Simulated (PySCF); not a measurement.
SMILES Clc1ccc(Br)cc1 (C6H4BrCl), GFN2-xTB optimised geometry.

```
12

Cl    -1.53    -2.77     0.00
C     -0.68    -1.27     0.00
C     -1.39    -0.08     0.00
C     -0.71     1.12     0.00
C      0.68     1.12     0.00
Br     1.62     2.77     0.00
C      1.39    -0.07     0.00
C      0.71    -1.27     0.00
H     -2.47    -0.09     0.00
H     -1.25     2.06     0.00
H      2.47    -0.05     0.00
H      1.25    -2.20     0.00
```

Density from CAM-B3LYP/def2-TZVP in PySCF at that geometry.

Minimum of the electron density along straight lines between bonded atoms, close to the bond critical point (lines longer than 1.1 times the sum of covalent radii, or with two minima, are not listed):

| bond | length / Å | ρ at the minimum / e bohr⁻³ | ∇²ρ there / e bohr⁻⁵ | position (fraction from the first atom) |
|---|---|---|---|---|
| Cl1–C2 | 1.726 | 0.210 | -0.36 | 0.58 |
| C2–C3 | 1.387 | 0.324 | -0.97 | 0.52 |
| C3–C4 | 1.383 | 0.324 | -0.97 | 0.50 |
| C4–C5 | 1.385 | 0.324 | -0.97 | 0.49 |
| C5–Br6 | 1.902 | 0.166 | -0.20 | 0.45 |
| C5–C7 | 1.385 | 0.324 | -0.97 | 0.51 |
| C2–C8 | 1.387 | 0.324 | -0.97 | 0.52 |
| C7–C8 | 1.383 | 0.324 | -0.97 | 0.50 |
| C3–H9 | 1.078 | 0.291 | -1.06 | 0.65 |
| C4–H10 | 1.079 | 0.291 | -1.06 | 0.65 |
| C7–H11 | 1.079 | 0.291 | -1.06 | 0.65 |
| C8–H12 | 1.078 | 0.291 | -1.06 | 0.65 |
